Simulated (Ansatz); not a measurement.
Geometry optimisation, RKS PBE-D4/STO-3G (Ansatz 0.2.0).

The input (input.yaml):

```yaml
crystal:
  periodic: [false, false, false]
  atoms:
    - { symbol: Si, position_ang: [0.0, 0.0, 0.0] }
    - { symbol: Si, position_ang: [0.0, 0.0, 2.22] }
    - { symbol: H, position_ang: [-1.3148, -0.4067, 2.7074] }
    - { symbol: H, position_ang: [1.0096, -0.9353, 2.7074] }
    - { symbol: H, position_ang: [0.3052, 1.342, 2.7074] }
    - { symbol: Si, position_ang: [2.0935, 0.0, -0.7393] }
    - { symbol: H, position_ang: [2.5508, -1.3762, -0.9079] }
    - { symbol: H, position_ang: [2.1573, 0.6939, -2.0222] }
    - { symbol: H, position_ang: [2.951, 0.6823, 0.2255] }
    - { symbol: Si, position_ang: [-1.0456, 1.8115, -0.7393] }
    - { symbol: H, position_ang: [-2.4302, 1.478, -1.0607] }
    - { symbol: H, position_ang: [-1.0215, 2.8436, 0.2931] }
    - { symbol: H, position_ang: [-0.3743, 2.3069, -1.9374] }
    - { symbol: Si, position_ang: [-1.0456, -1.8115, -0.7393] }
    - { symbol: H, position_ang: [-1.7029, -2.4846, 0.3772] }
    - { symbol: H, position_ang: [-2.0454, -1.4265, -1.7311] }
    - { symbol: H, position_ang: [-0.0777, -2.7173, -1.3511] }
basis:
  gaussian: { orbitals: STO-3G }
hamiltonian:
  xc: pbe
  dispersion: d4
relax:
  f_tol: 0.02
  max_steps: 40
```

Launched with:

```bash
$ ansatz run input.yaml --threads 1 --pin off --max-ram 2048MiB --backend cpu --events-out ev --progress --plain --runs-dir out
```

**Question.** Where does it end, and by what steps?

**Answer.** The run converged. Limits of this set-up: minimal basis. After 3 steps the energy has fallen by 0.146 eV; H11 moved furthest, 0.18 Å.

```json
{"step": "0", "energy less start (eV)": "0.0000", "largest force component (eV/Å)": "0.318", "accepted": "yes"}
{"step": "1", "energy less start (eV)": "-0.0813", "largest force component (eV/Å)": "0.451", "accepted": "yes"}
{"step": "2", "energy less start (eV)": "-0.1320", "largest force component (eV/Å)": "0.087", "accepted": "yes"}
{"step": "3", "energy less start (eV)": "-0.1459", "largest force component (eV/Å)": "0.014", "accepted": "yes"}
```

```xyz
17
Properties=species:S:1:pos:R:3
Si -0.001 -0.001 -0.003
Si -0.002 -0.025 2.255
H -1.321 -0.342 2.784
H 0.929 -1.015 2.778
H 0.388 1.269 2.796
Si 2.134 0.023 -0.742
H 2.687 -1.322 -0.801
H 2.228 0.592 -2.079
H 2.994 0.811 0.128
Si -1.075 1.850 -0.732
H -2.494 1.597 -0.936
H -0.960 2.947 0.219
H -0.529 2.313 -1.999
Si -1.054 -1.847 -0.778
H -1.794 -2.520 0.280
H -2.006 -1.519 -1.830
H -0.113 -2.811 -1.329
```

The run took 11 s on 1 thread of Intel(R) Xeon(R) 6975P-C (Granite Rapids), with other jobs on the host, peak memory 0.13 GiB.
